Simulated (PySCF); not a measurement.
**Radial density of Hf³⁺ (hafnium, charge +3)**

r2SCAN, [Xe] 4f14 5d1, 2D determinant. All numbers are calculated (PySCF 2.14, the spin-free X2C one-electron Hamiltonian (Gaussian nucleus), in ANO-RCC-VTZP (8s7p5d3f2g1h, 104 functions)).

```tsv
r (bohr)	4πr²ρ (e/bohr)	4πr²(ρα − ρβ)
0.0195	89.64	-0.0009
0.0327	94.83	-0.0011
0.0551	131.0	0.0081
0.0926	103.6	0.0373
0.156	118.7	0.0210
0.262	67.10	-0.0095
0.441	70.94	0.0505
0.741	30.45	-0.0114
1.25	11.78	0.5108
2.10	1.940	0.4859
3.53	0.08060	0.0657
5.93	0.0006355	0.0005
9.98	1.511e-05	0.0000
```

Densities and radii are taken from the X2C orbitals without a picture-change correction, which distorts them close to the nucleus.

Spin-orbit coupling, absent here, splits the open shell strongly.

Task: Where is the radial spin density 4πr²(ρα − ρβ) most negative, and why is it negative at all?

Result: Around r = 0.741 bohr, down to -0.0114 e/bohr: exchange with the open shell polarises the paired shells in an unrestricted calculation.
